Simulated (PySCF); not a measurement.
## Working out the ionisation energy of Zr

Zr [Kr] 4d2 5s2 (3F) → Zr⁺ [Kr] 4d2 5s1 (4F). All numbers are calculated (PySCF 2.14, scalar relativity through the core potential, in aug-cc-pVDZ-PP with ECP28MDF). Frozen: 4s2 4p6. Energies in hartree (1 hartree = 27.21139 eV):

| part | Zr (lower) | Zr⁺ (upper) |
| --- | --- | --- |
| UHF | -46.302154 | -46.110366 |
| MP2 opposite-spin | -0.031635 | 0.000000 |
| MP2 same-spin | -0.009108 | -0.009077 |

Q: What does Hartree-Fock give?

A: (-46.110366) − (-46.302154) = 0.191788 hartree = 5.219 eV.

Q: What do MP2 and SCS-MP2 (6/5 opposite-spin, 1/3 same-spin) give?

A: The opposite-spin parts differ by 0.861 eV and the same-spin parts by 0.001 eV. MP2: 5.219 + (0.861) + (0.001) = 6.081 eV. SCS-MP2: 5.219 + 1.2 × (0.861) + (0.001)/3 = 6.253 eV.

Measured between the centres of the two terms (NIST): 6.639 eV, so MP2 (valence) is off by -0.558 eV.

A double-zeta basis recovers only part of the correlation energy.

What remains against the reference includes basis incompleteness, the frozen core and correlation beyond second order.
